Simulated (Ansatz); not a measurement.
Isolated molecules relaxed with PBE0-D4/def2-TZVP in Ansatz; ΔE leaves out vibrations. CCSD(T)/CBS is the MP2 limit (def2-TZVPP, def2-QZVPP) plus CCSD(T) − MP2 in def2-TZVPP, frozen cores. This one scheme is used for every species. Functionals use def2-TZVPP. B3LYP here is the variant with VWN-RPA as its local correlation; programs differ in this. HSE06 is defined as in plane-wave codes. For Se outer-core shells are correlated without core-valence functions, which leaves a few kJ/mol of doubt a bond. Scalar relativity is left out up to krypton. Each species was taken in one conformer, which may not be the lowest.

Reaction (ligand exchange at the Se–C bond): `N=C(Cl)[SeH]` + H₂Se → `[SeH][SeH]` + `N=CCl`

```json
{"level": "PBE-D4", "ΔE (kcal/mol)": "-8.0", "difference from CCSD(T)/CBS": "0.3"}
{"level": "revPBE-D4", "ΔE (kcal/mol)": "-7.4", "difference from CCSD(T)/CBS": "0.9"}
{"level": "B97M-V", "ΔE (kcal/mol)": "-7.7", "difference from CCSD(T)/CBS": "0.6"}
{"level": "B3LYP-D4", "ΔE (kcal/mol)": "-9.3", "difference from CCSD(T)/CBS": "-1.0"}
{"level": "HSE06-D4", "ΔE (kcal/mol)": "-9.1", "difference from CCSD(T)/CBS": "-0.8"}
{"level": "BHLYP-D4", "ΔE (kcal/mol)": "-10.6", "difference from CCSD(T)/CBS": "-2.3"}
{"level": "B2PLYP", "ΔE (kcal/mol)": "-8.9", "difference from CCSD(T)/CBS": "-0.6"}
{"level": "PBE-QIDH", "ΔE (kcal/mol)": "-8.3", "difference from CCSD(T)/CBS": "0.0"}
{"level": "PBE0", "ΔE (kcal/mol)": "-9.6", "difference from CCSD(T)/CBS": "-1.3"}
{"level": "B3LYP", "ΔE (kcal/mol)": "-10.5", "difference from CCSD(T)/CBS": "-2.2"}
{"level": "r2SCAN0", "ΔE (kcal/mol)": "-8.9", "difference from CCSD(T)/CBS": "-0.6"}
{"level": "LC-ωPBE", "ΔE (kcal/mol)": "-8.9", "difference from CCSD(T)/CBS": "-0.6"}
{"level": "HF/def2-SVP", "ΔE (kcal/mol)": "-12.2", "difference from CCSD(T)/CBS": "-3.9"}
{"level": "MP2/def2-SVP", "ΔE (kcal/mol)": "-5.9", "difference from CCSD(T)/CBS": "2.4"}
{"level": "HF/def2-QZVPP", "ΔE (kcal/mol)": "-13.5", "difference from CCSD(T)/CBS": "-5.2"}
{"level": "SCS-MP2/def2-QZVPP", "ΔE (kcal/mol)": "-7.9", "difference from CCSD(T)/CBS": "0.4"}
{"level": "CCSD(T)/CBS", "ΔE (kcal/mol)": "-8.3", "difference from CCSD(T)/CBS": "0"}
```

Largest T1 diagnostic among the species: 0.012.

At CCSD(T), def2-SVP lies +1.1 kcal/mol from the extrapolated value and def2-TZVPP +0.9 kcal/mol. Leaving LDA and LC-ωPBE aside and taking each functional with its dispersion term where it has one, the values, not all of them listed here, spread over 3.2 kcal/mol, from BHLYP-D4 to r2SCAN-D4. LDA lies +3.2 kcal/mol from PBE without D4.
